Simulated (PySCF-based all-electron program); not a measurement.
## Distorting SnCl2, singlet

Calculated with an in-house all-electron program built on PySCF, in large uncontracted Gaussian sets near the basis limit; Koelling–Harmon scalar relativity, no spin–orbit coupling, spin-restricted. Forces are good to about 0.021 eV/Å. In part, the full relativistic part was added along one bond alone. Atoms are numbered as listed.

Shape A:

```json
{"atom": "Sn", "x (Å)": "0.0000", "y (Å)": "0.0000", "z (Å)": "0.0000"}
{"atom": "Cl", "x (Å)": "0.0000", "y (Å)": "0.0000", "z (Å)": "2.3898"}
{"atom": "Cl", "x (Å)": "2.3576", "y (Å)": "0.0000", "z (Å)": "-0.3900"}
```

PBE forces:

```
atom      Fx     Fy  Fz (eV/Å)
 Sn1  -0.033  0.000     -0.023
 Cl2   0.005  0.000      0.022
 Cl3   0.027  0.000      0.001
```

Problem. What forces does r2SCAN give in shape A?

Solution. The forces move by 0.286 eV/Å (r.m.s. over the atoms) from PBE.

```
atom      Fx     Fy  Fz (eV/Å)
 Sn1   0.200  0.000      0.174
 Cl2   0.038  0.000     -0.252
 Cl3  -0.238  0.000      0.077
```

Shape B:

```tsv
atom	x (Å)	y (Å)	z (Å)
Sn	0.0000	0.0000	0.0000
Cl	0.0000	0.0000	2.6288
Cl	2.3576	0.0000	-0.3900
```

Against shape A, Sn1–Cl2 goes from 2.390 to 2.629 Å.

PBE forces:

| atom | Fx | Fy | Fz (eV/Å) |
| --- | --- | --- | --- |
| Sn1 | 0.166 | 0.000 | 1.587 |
| Cl2 | -0.010 | 0.000 | -1.601 |
| Cl3 | -0.156 | 0.000 | 0.015 |

Problem. What forces does r2SCAN give in shape B?

Solution. The forces move by 0.282 eV/Å (r.m.s. over the atoms) from PBE.

| atom | Fx | Fy | Fz (eV/Å) |
| --- | --- | --- | --- |
| Sn1 | 0.417 | 0.000 | 1.756 |
| Cl2 | 0.019 | 0.000 | -1.849 |
| Cl3 | -0.436 | 0.000 | 0.093 |

Shape C:

```xyz
3

Sn    0.0000    0.0000    0.0000
Cl    0.0000    0.0000    2.1508
Cl    2.3576    0.0000   -0.3900
```

Against shape A, Sn1–Cl2 goes from 2.390 to 2.151 Å.

PBE forces:

```json
{"atom": "Sn1", "Fx": "-0.263", "Fy": "0.000", "Fz (eV/Å)": "-4.403"}
{"atom": "Cl2", "Fx": "0.019", "Fy": "0.000", "Fz (eV/Å)": "4.426"}
{"atom": "Cl3", "Fx": "0.244", "Fy": "0.000", "Fz (eV/Å)": "-0.023"}
```

Problem. What forces does r2SCAN give in shape C?

Solution. The forces move by 0.265 eV/Å (r.m.s. over the atoms) from PBE.

```
atom      Fx     Fy  Fz (eV/Å)
 Sn1  -0.052  0.000     -4.219
 Cl2   0.053  0.000      4.170
 Cl3  -0.002  0.000      0.049
```
